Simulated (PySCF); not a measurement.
## Working out the excitation energy of P

P [Ne] 3s2 3p3 (4S) → P [Ne] 3s2 3p2 3d1 (high-spin determinant). Calculation: PySCF 2.14, in aug-cc-pV(T+d)Z (6s5p4d2f, 55 functions); the non-relativistic Hamiltonian (point nucleus). Frozen: [Ne]. Energies in hartree (1 hartree = 27.21139 eV):

| part | P (lower) | P (upper) |
| --- | --- | --- |
| UHF | -340.716492 | -340.373521 |
| MP2 opposite-spin | -0.061279 | -0.062391 |
| MP2 same-spin | -0.023156 | -0.020312 |

Question: What does Hartree-Fock give?

Answer: (-340.373521) − (-340.716492) = 0.342971 hartree = 9.333 eV.

Question: What do MP2 and SCS-MP2 (6/5 opposite-spin, 1/3 same-spin) give?

Answer: The opposite-spin parts differ by -0.030 eV and the same-spin parts by 0.077 eV. MP2: 9.333 + (-0.030) + (0.077) = 9.380 eV. SCS-MP2: 9.333 + 1.2 × (-0.030) + (0.077)/3 = 9.323 eV.

One determinant mixes LS terms, so it does not stand for a single term.
